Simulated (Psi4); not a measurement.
A dimer, BF3 ··· Br2 (SMILES FB(F)F and BrBr); the first 4 atoms form monomer A.

```
6

F      1.1415    -0.4613     0.4626
B     -0.0001     0.0001     0.0001
F     -0.9157    -0.8348    -0.4417
F     -0.2257     1.2961    -0.0209
Br     0.3512    -3.8804     1.0486
Br     1.1506    -3.6957    -1.1169
```

What interaction energy does SAPT0/jun-cc-pVDZ, frozen core run with Psi4 give, and which attractive term is the largest?

Total 0.15 kcal/mol: electrostatics -0.66, exchange 1.99, induction -0.07, dispersion -1.11. The most attractive term is dispersion.
